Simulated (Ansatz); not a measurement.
Program: Ansatz. Geometries: PBE0-D4/def2-TZVP. ΔE: electronic, gas phase. CCSD(T)/CBS is the MP2 limit (def2-TZVPP, def2-QZVPP) plus CCSD(T) − MP2 in def2-TZVPP, frozen cores. Functionals use def2-TZVPP. def2 core potentials past Kr. For Mo outer-core shells are correlated without core-valence functions, which leaves a few kJ/mol of doubt a bond. Each species was taken in one conformer, which may not be the lowest.

Reaction (redistribution): `[NH2][Mo](=[O])([F])=[S]` + `OB(S)[SiH2][SiH3]` → `[O]=[Mo]([OH])([F])=[S]` + `NB(S)[SiH2][SiH3]`

```csv
species,PBE energy (Eh)
`[NH2][Mo](=[O])([F])=[S]`,-697.37653
`OB(S)[SiH2][SiH3]`,-1081.00074
`[O]=[Mo]([OH])([F])=[S]`,-717.25336
`NB(S)[SiH2][SiH3]`,-1061.12847
```

Task: Work out ΔE.

Result: ΔE = (-717.25336) + (-1061.12847) − (-697.37653) − (-1081.00074) = -0.00456 Eh = -12.0 kJ/mol. CCSD(T)/CBS gives -5.4 kJ/mol.

Largest T1 diagnostic among the species: 0.025, so the coupled-cluster value is less sure than usual.
